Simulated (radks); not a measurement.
Results of a calculation; reference values are marked as such.
Removal energies from the thulium ion Tm2+, [Xe] 4f13, by Delta-SCF beside the eigenvalue of the level emptied. Level of theory: scalar-relativistic Kohn-Sham, BLYP, spin-polarised, spherical densities, finite nucleus; Fermi nuclear charge, rms radius of each element as measured or else 0.836 A^(1/3) + 0.57 fm (a radial shooting solver on a logarithmic mesh with Libxc functionals). Open shells are filled with parallel spins first.

\begin{tabular}{lrrr}
removed from & final configuration & Delta-SCF (eV) & -eigenvalue (eV) \\ \hline
4f & [Xe] 4f12 & 25.658 & 17.052 \\
5p & [Kr] 4d10 4f13 5s2 5p5 & 47.721 & 41.185 \\
5s & [Kr] 4d10 4f13 5s1 5p6 & 74.867 & 67.660 \\
4d & [Kr] 4d9 4f13 5s2 5p6 & 194.85 & 185.43 \\
\end{tabular}
